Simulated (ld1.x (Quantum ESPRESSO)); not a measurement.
**mercury (Hg): excitation energies, all-electron against TM**

```json
{
 "Element": "Hg (Z = 80)",
 "Generator": "ld1.x (Quantum ESPRESSO) 7.5",
 "Type": "norm-conserving Troullier–Martins (Kleinman–Bylander form)",
 "Functional": "LDA (PZ)",
 "Relativity": "scalar-relativistic",
 "Frozen core": "[Xe] 4f14",
 "Valence charge": "12",
 "Reference configuration": "5d10 6s2 6p0",
 "Partial waves": "6s (bound): rc 1.70 bohr; 6p (bound, empty): rc 2.75 bohr; 5f channel at -0.1 Ry: rc 2.45 bohr; 5d (bound): rc 2.00 bohr",
 "Local potential": "the d channel",
 "Core correction": "Bessel-smoothed model core inside 0.95 bohr"
}
```

Energies are relative to the spin-unpolarised reference configuration 5d10 6s2 6p0; without spin polarisation the order of configurations can differ from experiment. Spin-polarised rows fill each open shell by Hund’s rule, majority spin first.

(1) Give the all-electron excitation energy and the error of the potential for: 5d10 6s1 6p0; 5d10 6s0 6p0; 5d9 6s0 6p0; 5d10 6s1 6p1; 5d8 6s0 6p0; 5d9 6s2 6p0; 5d10 6s1.5 6p0; 5d10 6s1 6p0 (spin-polarised); 5d9 6s0 6p0 (spin-polarised).

Levels in the configuration 5d9 6s0 6p0:

```tsv
level	all-electron (eV)	pseudo (eV)
5d	-42.761	-42.859
```

Note: ghost states, extra bound levels that the all-electron valence spectrum of the same l lacks: s at -59.2 eV, p at -13.4 eV. A true bound ghost makes a file unfit for plane-wave use.

Results:

(1)

```csv
valence configuration,charge,ΔE all-electron (eV),error AE − PS (meV)
5d10 6s1 6p0,+1,11.048,-7.7
5d10 6s0 6p0,+2,30.444,-31
5d9 6s0 6p0,+3,66.256,-74
5d10 6s1 6p1,0,6.163,-3.2
5d8 6s0 6p0,+4,116.292,-281
5d9 6s2 6p0,+1,15.732,-42
5d10 6s1.5 6p0,+0.5,4.526,-2.4
5d10 6s1 6p0 (spin-polarised),+1,10.887,-8.4
5d9 6s0 6p0 (spin-polarised),+3,66.104,-71
```
